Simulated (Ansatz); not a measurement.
Input file for Ansatz (a first-principles code): R-CCSD(T)/aug-cc-pV(T+d)Z on ClHN2 (a complex), monomers drawn apart or pushed together. Files ending in .json are basis or fitting sets from the Basis Set Exchange.

Ansatz 0.2 input:
```yaml
crystal:
  periodic: [false, false, false]
  atoms:
    - {symbol: Cl, position_ang: [-0.17970881, -0.27930657, -0.32260938]}
    - {symbol: H, position_ang: [-0.16222086, -0.20766951, 0.95905293]}
    - {symbol: N, position_ang: [-0.12476391, -0.05681996, 3.62627014]}
    - {symbol: N, position_ang: [-0.10858349, 0.00489094, 4.71467143]}
basis:
  gaussian:
    orbitals: aug-cc-pV_T+d_Z.json
magnetization: {spin_polarized: false}
correlation: {method: ccsd_t, electrons: outside_noble_gas}
scf: {lower_state_search: off}
```

Task: Give the final energy of this run.

Result: -569.7282 hartree (reference determinant -569.0953, T1 diagnostic 0.011).

Task: How many basis functions does it have, and what does it roughly cost on one machine?

Result: 170 functions; very roughly 19 core-seconds.
